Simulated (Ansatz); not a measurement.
TaF5. Charge 0, multiplicity 1. Geometry PBE0-D4/def2-SVP.

Cartesian coordinates in Å:
```
Ta 0.000 0.000 0.000
F -1.577 0.855 0.562
F 1.577 -0.855 -0.562
F 0.358 1.412 -1.146
F -0.996 -1.446 -0.594
F 0.638 0.034 1.740
```

In the def2 sets Ta takes a core potential; there is no spin–orbit coupling. HSE06 is defined as in plane-wave codes, on full-range PBE exchange.

(1) Estimate the orbital energies around the gap (eV) in Ansatz with PBE-D4/def2-SVP, r2SCAN-D4/def2-TZVPD, PBE0-D4/def2-TZVP, HSE06-D4/def2-TZVP, CAM-B3LYP-D4/def2-TZVP.

Answers

(1) 
```
orbital  PBE-D4/def2-SVP  r2SCAN-D4/def2-TZVPD  PBE0-D4/def2-TZVP  HSE06-D4/def2-TZVP  CAM-B3LYP-D4/def2-TZVP
HOMO−13           -12.69                -13.32             -14.96              -14.54                  -16.60
HOMO−12           -12.69                -13.32             -14.96              -14.54                  -16.60
HOMO−11           -12.38                -12.97             -14.67              -14.25                  -16.37
HOMO−10           -12.38                -12.97             -14.67              -14.25                  -16.37
 HOMO−9           -12.21                -12.89             -14.58              -14.16                  -16.20
 HOMO−8           -11.07                -11.77             -13.36              -12.94                  -14.99
 HOMO−7           -11.07                -11.77             -13.35              -12.93                  -14.97
 HOMO−6           -11.03                -11.73             -13.35              -12.93                  -14.97
 HOMO−5           -11.02                -11.72             -13.32              -12.90                  -14.91
 HOMO−4           -10.30                -11.00             -12.57              -12.15                  -14.16
 HOMO−3           -10.30                -11.00             -12.57              -12.15                  -14.16
 HOMO−2           -10.15                -10.89             -12.46              -12.05                  -14.02
 HOMO−1           -10.02                -10.70             -12.27              -11.85                  -13.85
   HOMO           -10.02                -10.70             -12.27              -11.85                  -13.85
   LUMO            -3.29                 -3.25              -2.57               -2.96                   -1.44
 LUMO+1            -3.29                 -3.25              -2.57               -2.96                   -1.44
 LUMO+2            -2.06                 -2.09              -1.46               -1.84                   -0.44
 LUMO+3            -2.06                 -2.09              -1.46               -1.84                   -0.43
 LUMO+4            -1.27                 -0.91              -0.66               -1.01                   -0.03
 LUMO+5             1.03                  0.83               2.22                1.85                    3.14
```
